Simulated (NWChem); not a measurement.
# CH4BFO; SMILES FB(O)C

```xyz
8

B      0.0124     0.0556     0.0000
F     -1.1570     0.7156     0.0000
C      0.0277    -1.5067     0.0000
H     -0.5104    -1.8910     0.8817
H      1.0456    -1.9179     0.0000
H     -0.5104    -1.8910    -0.8817
O      1.1484     0.7859     0.0000
H      0.9725     1.7344     0.0000
```
Atoms are numbered in this order, from 1.

Computed with NWChem. Coordinates come from a PBE0/def2-SVP optimisation. Ions are spin-unrestricted doublets at the neutral geometry; other ion states weren't tried.

For level CAM-B3LYP/def2-SVP:

- −ε(HOMO) (eV) = 11.19

**Question.** What are these values for level PBE/def2-SVP?

**Answer.** 
| Quantity | Value |
|---|---|
| −ε(HOMO) (eV) | 8.02 |
